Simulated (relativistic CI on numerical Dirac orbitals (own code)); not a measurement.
## Sensitivity of the levels of La XVI to α and to the nuclear radius

Method of calculation: Dirac-Coulomb-Breit CI, KLI orbitals optimised for each configuration, derivatives by finite differences, unscaled Slater integrals, QED left out (own radial code, finite nucleus).

Configuration list (outside the closed core [Ar] 3d10): 4s2 4p6 4d6, 4s2 4p5 4d7, 4s2 4p4 4d8, 4s 4p6 4d7, 4s2 4p6 4d5 5s, 4s2 4p6 4d5 5p, 4p6 4d8, 4s2 4p6 4d4 5s2. Levels of other configurations are missing.

With x = (α/α₀)² − 1 an excitation energy changes as ω = ω₀ + qx; K = 2q/ω₀ is the relative enhancement. Terms are leading LS components, so labels can repeat. The field-shift factor is F = δν/δ⟨r²⟩ for the transition from the lowest level.

Lowest level 4s2 4p6 4d6 5D_4.

```
           Level  ω₀ (cm⁻¹)  q (cm⁻¹)      K  F (GHz/fm²)
4s2 4p6 4d6 5D_2    12550.5      2172  0.346      -0.0543
4s2 4p6 4d6 5D_3    16039.7     20720   2.58        0.283
4s2 4p6 4d6 5D_0    22464.0     17170   1.53        0.224
4s2 4p6 4d6 5D_1    22534.8     22730   2.02        0.283
4s2 4p6 4d6 3H_4    37684.9      5230  0.278        0.144
4s2 4p6 4d6 5D_2    47680.9     31360   1.32        0.274
4s2 4p6 4d6 3G_5    48808.6     13580  0.557        0.295
4s2 4p6 4d6 3H_6    49784.1     14970  0.601        0.341
4s2 4p6 4d6 3F_3    55067.5     19240  0.699        0.267
4s2 4p6 4d6 3F_2    55760.4     17970  0.644       0.0983
4s2 4p6 4d6 1S_0    64614.6     28560  0.884         0.44
4s2 4p6 4d6 3H_4    66781.6     36100   1.08        0.537
4s2 4p6 4d6 3D_1    71222.4     28350  0.796        0.375
4s2 4p6 4d6 3D_2    72672.2     24450  0.673        0.359
4s2 4p6 4d6 3G_4    73220.2     28850  0.788          0.5
4s2 4p6 4d6 3H_5    75273.0     40020   1.06        0.652
4s2 4p6 4d6 3D_3    78602.9     31880  0.811        0.486
4s2 4p6 4d6 3G_3    81297.8     41120   1.01        0.611
4s2 4p6 4d6 3P_0    86566.1      9983  0.231        0.099
4s2 4p6 4d6 3P_1    87082.3     55830   1.28        0.572
4s2 4p6 4d6 1I_6    87126.2     37990  0.872        0.729
4s2 4p6 4d6 1F_3    92315.9     17020  0.369        0.299
4s2 4p6 4d6 1D_2    98463.5     40980  0.832        0.316
```

At this charge energies of transitions that change n are usually good to better than 1 %, and those within a shell (Δn = 0) to a few per cent. Terms inside the open d or f shell come out 10 to 20 % too wide with unscaled integrals. Levels and lines within the n = 5 or 6 shells can be off by up to 10 % or somewhat more, and those that change n by about 2 %, since core polarisation is missing.
